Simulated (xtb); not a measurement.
As2, charge +1, doublet, geometry from GFN2-xTB (a state made from the parent by changing its charge; the spin is typed, not shown lowest), atoms displaced at random by about 0.02 Å a coordinate; GFN2-xTB with ALPB(methanol) run with xtb.

xtb was given this input:
```
$ xtb mol.xyz --gfn 2 --chrg 1 --uhf 1 --opt --alpb methanol --json

# file mol.xyz
2

As    -0.02257373     0.02666479    -1.11082852
As     0.00847338    -0.01361906     1.06419741
```

The log (banner, timings and long lists left out):

```
   ID    Z sym.   atoms
    1   33 As     1, 2

           -------------------------------------------------
          |                Calculation Setup                |
           -------------------------------------------------

           -------------------------------------------------
          |                 G F N 2 - x T B                 |
           -------------------------------------------------

      * Solvation model:               ALPB
        Solvent                        methanol
        Parameter file                 internal GFN2-xTB/ALPB
        Dielectric constant                3.2700E+01
        Reference state                gsolv [1 M gas/solution]
        Free energy shift                  3.9449E-03 Eh       2.4755E+00 kcal/mol
        Temperature                        2.9815E+02 K
        Density                            7.9200E-01 kg/L
        Solvent mass                       3.2040E+01 g/mol
        Interaction kernel             P16
        Born radius scaling (c1)           1.6600E+00
        Born radii integrator          GBOBC
        Born offset                        0.0000E+00 a0       0.0000E+00 AA
        H-bond correction              true
        Ion screening                  false
        Surface tension                    1.0000E-05 Eh       1.5569E+01 dyn/cm
        Grid points                               230 per atom

          ...................................................
          :                      SETUP                      :
          :.................................................:
          :  # basis functions                  20          :
          :  # atomic orbitals                  18          :
          :  # shells                            6          :
          :  # electrons                         9          :
          :  max. iterations                   250          :
          :  Hamiltonian                  GFN2-xTB          :
          :  restarted?                      false          :
          :  GBSA solvation                   true          :
          :  PC potential                    false          :
          :  electronic temp.          300.0000000     K    :
          :  accuracy                    1.0000000          :
          :  -> integral cutoff          0.2500000E+02      :
          :  -> integral neglect         0.1000000E-07      :
          :  -> SCF convergence          0.1000000E-05 Eh   :
[...]
         :: total energy              -4.318283880092 Eh    ::
 * total energy  :    -4.3182839 Eh     change       -0.8881784E-14 Eh
 * total energy  :    -4.3182651 Eh     change        0.1880231E-04 Eh
 * total energy  :    -4.3182841 Eh     change       -0.1900424E-04 Eh
 * total energy  :    -4.3182859 Eh     change       -0.1773811E-05 Eh
   *** GEOMETRY OPTIMIZATION CONVERGED AFTER 4 ITERATIONS ***
         :: total energy              -4.318285855845 Eh    ::
[...]
        12                         -0.0069443              -0.1890
        13                          0.0117150               0.3188
        14                          0.0117150               0.3188
        15                          0.1067184               2.9040
        16                          0.2123371               5.7780
       ...                                ...                  ...
        18                          1.0729586              29.1967
      -------------------------------------------------------------
                  HL-Gap            0.0952562 Eh            2.5921 eV
             Fermi-level           -0.4694562 Eh          -12.7746 eV

     #   Z          covCN         q      C6AA      α(0)
     1  33 As       0.980     0.500   232.353    28.925
     2  33 As       0.980     0.500   232.353    28.925

 Mol. C6AA /au·bohr⁶  :        929.411583
 Mol. C8AA /au·bohr⁸  :      71585.623619
 Mol. α(0) /au        :         57.850480

Wiberg/Mayer (AO) data.
largest (>0.10) Wiberg bond orders for each atom

 ---------------------------------------------------------------------------
     #   Z sym  total        # sym  WBO       # sym  WBO       # sym  WBO
 ---------------------------------------------------------------------------
     1  33 As   2.128 --     2 As   2.128
     2  33 As   2.128 --     1 As   2.128
 ---------------------------------------------------------------------------

Topologies differ in total number of bonds
Writing topology from bond orders to xtbtopo.mol

molecular dipole:
                 x           y           z       tot (Debye)
 q only:       -0.013       0.012      -0.044
   full:       -0.013       0.012      -0.044       0.121
molecular quadrupole (traceless):
                xx          xy          yy          xz          yz          zz
 q only:       -2.115      -0.002      -2.114       0.091      -0.118       4.229
  q+dip:       -0.685      -0.001      -0.685       0.030      -0.039       1.370
   full:        0.306      -0.000       0.306      -0.012       0.016      -0.613

optimized geometry written to: xtbopt.xyz

           -------------------------------------------------
          | TOTAL ENERGY               -4.318285855845 Eh   |
          | GRADIENT NORM               0.000811081149 Eh/α |
          | HOMO-LUMO GAP               2.592054028221 eV   |
           -------------------------------------------------

normal termination of xtb
```
